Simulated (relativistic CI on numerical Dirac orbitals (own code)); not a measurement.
One change at a time: Tc IV

Base calculation: Dirac-Coulomb-Breit CI, KLI orbitals optimised for each configuration, QED by a radiative potential, valence Slater integrals scaled by 0.85, P86 correlation energy added to each configuration.

Configurations in the expansion (outside the closed core [Ar] 3d10 4s2): 4p6.4d4, 4p6.4d3.5s, 4p6.4d3.5p, 4p6.4d3.4f, 4p6.4d2.5s2, 4p6.4d3.6s, 4p6.4d3.5d, 4p5.4d5, 4p6.4d2.5s.5p, 4p6.4d2.4f2, 4p6.4d3.6p, 4p6.4d3.6d, 4p6.4d3.5f, 4p6.4d3.5g, 4p6.4d2.5p2, 4p6.4d3.6f. Levels of other configurations are missing.

Variants: (1) Slater integrals left unscaled; (2) valence Slater integrals scaled by 0.75; (3) Breit term removed; (4) only the first configuration. Shifts of the energy above 4p6.4d4 5D_0, in cm⁻¹, for the lowest level and the first level of each name with at least 55 % of one term (blank where a level changes its place among those of its configuration and J or its character, or is not in the variant):

```tsv
Level	Base	Δ(1)	Δ(2)	Δ(3)	Δ(4)
4p6.4d4 5D_0	0.0	0.0	0.0	0.0	0.0
4p6.4d4 5D_1	325.0	-15.0	+14.8	+22.7	-2.5
4p6.4d4 5D_2	892.9	-26.2	+25.5	+58.5	-3.0
4p6.4d4 5D_3	1627.6	-22.9	+23.2	+100.6	+0.7
4p6.4d4 5D_4	2479.3	-2.7	+6.6	+146.5	+8.8
4p6.4d4 3P_0	14512.1	+2547.1	-1709.4	-30.2	+769.6
4p6.4d4 3H_4	15444.8	+2647.8	-1764.2	+48.1	-184.9
4p6.4d4 3P_1	16201.5	+2519.8	-1689.1	+59.0	+795.6
4p6.4d4 3H_5	16218.5	+2608.8	-1729.4	+111.1	-209.9
4p6.4d4 3H_6	16895.6	+2612.5	-1732.9	+161.0	-229.4
4p6.4d4 3F_3	17533.3	+2849.2	-1912.9	+65.8	+246.7
4p6.4d4 3F_2	17628.6	+2782.5	-1864.0	+80.9	+374.0
4p6.4d4 3F_4	17995.0	+2795.7	-1859.8	+114.6	+228.8
4p6.4d4 3P_2	18653.5	+2572.7	-1736.0	+168.3	+803.6
```

Correlation outside the listed configurations is missing or only estimated: errors of thousands of cm⁻¹ between configurations and terms are usual at this charge. Rates and lifetimes follow the computed energies and can be off by large factors. The fine structure of a lone outer electron comes out too small, for d and f at times inverted, and misplaced configurations move strength between like terms.

Ionisation energy from the two ground configurations alone: base 42.66 eV; Slater integrals left unscaled 42.81 eV; valence Slater integrals scaled by 0.75 42.56 eV; Breit term removed 42.64 eV. The NIST ASD value (theoretical) is 41 eV. The gap of more than 2 % comes from missing correlation, or from a tabulated value that is itself an estimate.
